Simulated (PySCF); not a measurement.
## Polarisability and C₆ of Al(3+) (aluminium, charge +3)

[Ne], closed-shell 1S. Calculation: PySCF 2.14, in aug-cc-pV(T+d)Z (6s5p4d2f, 55 functions); the non-relativistic Hamiltonian (point nucleus). Coupled (time-dependent) response in atomic units; α is the mean over directions.

| method | mean α (bohr³) | C₆ (like pair) | S(−4) |
| --- | --- | --- | --- |
| UHF | 0.2511 | 0.2162 | 0.01406 |
| PBE | 0.2674 | 0.2338 | 0.01695 |
| PBE0 | 0.2625 | 0.2286 | 0.01601 |
| wB97M-V | 0.2640 | 0.2304 | 0.01638 |
| revPBE | 0.2677 | 0.2342 | 0.01701 |

S(−4) is the Cauchy moment in α(ω) = α(0) + S(−4) ω² + …

α(iu) at PBE:

```tsv
u (hartree)	α(iu) (bohr³)
0	0.2674
0.0500	0.2673
0.100	0.2672
0.200	0.2667
0.300	0.2659
0.500	0.2632
0.750	0.2583
1.00	0.2518
1.50	0.2352
2.00	0.2162
3.00	0.1777
5.00	0.1170
```

A single London oscillator, α(iu) = α/(1 + u²/ω²), gives C₆ = (3/4) ω α². Matching the computed C₆ needs ω = 4 × 0.2338 / (3 × 0.2674²) = 4.36 hartree.

For an ion, C₆ is the dispersion term alone; charge-induced terms of lower order in 1/R come first.
